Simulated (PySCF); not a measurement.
**Ionisation energy of Lu by level of theory**

Lu [Xe] 4f14 5d1 6s2 (2D) → Lu⁺ [Xe] 4f14 6s2 (1S), as a difference of total energies. Calculation: PySCF 2.14, in x2c-TZVPPall with one added diffuse shell each of s, p, d type (12s8p8d2f2g, 108 functions); the spin-free X2C one-electron Hamiltonian (Gaussian nucleus). Correlated levels: valence: [Kr] 4d10 frozen; valence and next inner shell: [Ar] 3d10 frozen. The calculations carry no spin-orbit coupling.

```json
{"method": "UHF", "ionisation energy (eV)": "4.394", "plus first-order spin-orbit estimate": "4.579", "error of that sum (eV)": "-0.847"}
{"method": "LDA", "ionisation energy (eV)": "5.599", "plus first-order spin-orbit estimate": "5.785", "error of that sum (eV)": "+0.359"}
{"method": "PBE", "ionisation energy (eV)": "5.508", "plus first-order spin-orbit estimate": "5.693", "error of that sum (eV)": "+0.267"}
{"method": "PBE0", "ionisation energy (eV)": "5.399", "plus first-order spin-orbit estimate": "5.584", "error of that sum (eV)": "+0.158"}
{"method": "r2SCAN", "ionisation energy (eV)": "5.734", "plus first-order spin-orbit estimate": "5.920", "error of that sum (eV)": "+0.494"}
{"method": "M06-2X", "ionisation energy (eV)": "5.279", "plus first-order spin-orbit estimate": "5.465", "error of that sum (eV)": "+0.039"}
{"method": "PW91", "ionisation energy (eV)": "5.574", "plus first-order spin-orbit estimate": "5.760", "error of that sum (eV)": "+0.334"}
{"method": "revPBE", "ionisation energy (eV)": "5.496", "plus first-order spin-orbit estimate": "5.682", "error of that sum (eV)": "+0.256"}
{"method": "MP2 (valence)", "ionisation energy (eV)": "4.740", "plus first-order spin-orbit estimate": "4.926", "error of that sum (eV)": "-0.500"}
{"method": "SCS-MP2 (valence)", "ionisation energy (eV)": "4.643", "plus first-order spin-orbit estimate": "4.828", "error of that sum (eV)": "-0.598"}
{"method": "MP2 (valence and next inner shell)", "ionisation energy (eV)": "4.779", "plus first-order spin-orbit estimate": "4.965", "error of that sum (eV)": "-0.461"}
{"method": "SCS-MP2 (valence and next inner shell)", "ionisation energy (eV)": "4.675", "plus first-order spin-orbit estimate": "4.861", "error of that sum (eV)": "-0.565"}
```

Reference: 5.426 eV (measured; NIST Atomic Spectra Database, ionization energies).

A first-order spin-orbit estimate (lowest level to lowest level, LS coupling) adds 0.186 eV.

Errors of the correlated levels include the incompleteness of this basis and the frozen core.

MP2 underrates the near-degeneracy of ns² with np² in the lower species.
